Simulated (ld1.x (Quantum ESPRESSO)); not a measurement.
# Which change was made? (Se, TM)

selenium (Se), norm-conserving Troullier–Martins (Kleinman–Bylander form), made with ld1.x (Quantum ESPRESSO) 7.5 (PBE, scalar-relativistic). Core [Ar] 3d10, reference 4s2 4p2 (charge +2). Waves: 4s (bound): rc 1.25 bohr; 4p (bound): rc 1.55 bohr. Local part: all-electron potential smoothed inside 1.20 bohr (lloc = -1). Core correction: a·sin(br)/r model core inside 0.60 bohr.

Cutoffs, loose and tight: the cutoffs (Ry, on a coarse ladder) from which the occupation-weighted sum of valence levels, in a spherical-Bessel basis at the reference potential, stays within 10 and 1 mRy of its value at 400 Ry. They do not see the model core or the augmentation charge, which bear on the density cutoff. Test errors are all-electron minus pseudo excitation energies from the reference, over the configurations 4s2 4p4; 4s2 4p3; 4s2 4p1; 4s2 4p3.5; 4s1 4p4; 4s1 4p5; 4s2 4p0; variants that change the core or the reference have their own tests.

The base gives: outcome: generated; cutoff, loose: 50 Ry; cutoff, tight: 110 Ry; bound ghosts: s, d; largest test error (meV): -175.

(1) After one change the result is: outcome: generated; cutoff, loose: 300 Ry; cutoff, tight: over 300 Ry; bound ghosts: s, d; largest test error (meV): -138. Which change was it?
A. all radii but the core radius scaled by about 0.86 (s 1.08, p 1.34 bohr); local potential all-electron potential smoothed inside 1.04 bohr (lloc = -1)
B. all radii but the core radius scaled by about 0.74 (s 0.92, p 1.16 bohr); local potential all-electron potential smoothed inside 0.90 bohr (lloc = -1)
C. all radii but the core radius scaled by about 1.39 (s 1.74, p 2.16 bohr); local potential all-electron potential smoothed inside 1.66 bohr (lloc = -1)
D. all radii but the core radius scaled by about 1.12 (s 1.40, p 1.74 bohr); local potential all-electron potential smoothed inside 1.36 bohr (lloc = -1)

Answers

(1) B. The others give: all radii but the core radius scaled by about 0.86 (s 1.08, p 1.34 bohr); local potential all-electron potential smoothed inside 1.04 bohr (lloc = -1) → outcome: generated; cutoff, loose: 100 Ry; cutoff, tight: 300 Ry; bound ghosts: s, d; largest test error (meV): -139 | all radii but the core radius scaled by about 1.39 (s 1.74, p 2.16 bohr); local potential all-electron potential smoothed inside 1.66 bohr (lloc = -1) → outcome: generated; cutoff, loose: 35 Ry; cutoff, tight: 50 Ry; bound ghosts: none; largest test error (meV): -83 | all radii but the core radius scaled by about 1.12 (s 1.40, p 1.74 bohr); local potential all-electron potential smoothed inside 1.36 bohr (lloc = -1) → outcome: generated; cutoff, loose: 40 Ry; cutoff, tight: 55 Ry; bound ghosts: d; largest test error (meV): -25.
